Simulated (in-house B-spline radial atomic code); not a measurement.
Results of a calculation; reference values are marked as such.
**Making a Troullier-Martins p channel for Ti, r_c = 1.14 bohr**

Ti, [Ar] 3d2 4s2, non-relativistic PBE, spherical and spin-unpolarised, from an all-electron radial atomic-structure program (B-spline basis) (atomic units). The all-electron 3p level is ε = -1.425307 hartree, its outermost node lies just inside 0.38 bohr and its outer maximum at 0.90 bohr.

Inside r_c the pseudo-orbital is u(r) = r^2 exp(p(r)), with p = c0 + c2 r² + c4 r⁴ + … + c12 r¹². The seven coefficients follow from p and its first four derivatives at r_c, from zero curvature of the screened potential at the origin, c4 = −c2²/(2l + 5), and from the norm inside r_c. At r_c the all-electron orbital has P = 0.9394624, P' = -0.6694516, the screened potential V = -2.949626, V' = 5.765167, V'' = -15.191, and the norm inside is Q = 0.6029058.

Problem. What are p, p' and p'' at r_c?

Solution. p = ln(P/r_c^2) = ln(0.9394624/1.2996) = -0.32450. p' = P'/P − 2/r_c = -0.71259 − 1.75439 = -2.46698. The radial equation gives p'' = 2(V − ε) − 2(2) p'/r_c − p'² = -3.04864 − (-8.65606) − 6.08597 = -0.47855. Differentiating, p''' = 2V' + 2(2)p'/r_c² − 2(2)p''/r_c − 2p'p'' = 3.2553, and p'''' = 2V'' − 4(2)p'/r_c³ + 4(2)p''/r_c² − 2(2)p'''/r_c − 2p''² − 2p'p''' = -15.825.

For a trial c2 the five matching conditions are linear in c0, c6, c8, c10 and c12, and c2 is varied until the norm inside r_c equals Q. The root nearest zero gives:

| n | c_n |
| --- | --- |
| 0 | 1.138672 |
| 2 | -0.9215544 |
| 4 | -0.1213232 |
| 6 | -0.5803931 |
| 8 | 0.8360392 |
| 10 | -0.408091 |
| 12 | 0.07084884 |

Problem. Check c4 and p(r_c), and find the screened pseudopotential at the origin.

Solution. −c2²/7 = -0.121323, as listed. The terms c_n r_c^n are 1.13867, -1.19765, -0.20491, -1.27395, 2.38487, -1.51288, 0.34134, which sum to -0.32450. Inverting the radial equation, V_l(r) = ε + 2 p'/r + (p'' + p'²)/2, so V_l(0) = ε + (2l + 3) c2 = -1.425307 + 5 × (-0.921554) = -6.0331 hartree, finite where the all-electron potential diverges.

Orbitals and screened potentials:

| r (bohr) | P | u | V all-electron | V pseudo |
| --- | --- | --- | --- | --- |
| 0.114 | -0.4416 | 0.0401 | -135.7 | -6.035 |
| 0.285 | -0.3125 | 0.2351 | -37.27 | -6.109 |
| 0.456 | 0.3195 | 0.5312 | -17.32 | -6.347 |
| 0.627 | 0.7918 | 0.823 | -9.835 | -6.462 |
| 0.798 | 1.004 | 1.001 | -6.265 | -5.801 |
| 0.969 | 1.024 | 1.024 | -4.205 | -4.288 |
| 1.14 | 0.9395 | 0.9395 | -2.95 | -2.95 |

Logarithmic derivatives P'/P at R = 1.44 bohr, for energies E around ε:

```
E − ε (hartree)  all-electron     pseudo
           -0.5     0.0539108  0.0527119
          -0.25      -0.44536  -0.445819
           -0.1     -0.824748  -0.824861
              0      -1.12512   -1.12514
            0.1      -1.47588   -1.47604
           0.25      -2.13261   -2.13387
            0.5      -3.83792   -3.84801
```

Problem. With P(R) = 0.7073756 and a norm of 0.8091297 inside R, what slope in energy does norm conservation fix?

Solution. d(P'/P)/dE = −2 × (norm inside R)/P(R)² = -3.2341 per hartree·bohr at E = ε, for both atoms, since orbital and norm agree at R. Differences over ±0.1 hartree give -3.2557 (all-electron) and -3.2559 (pseudo), which also hold third-order terms. Half a hartree below ε the two curves differ by -0.0012.
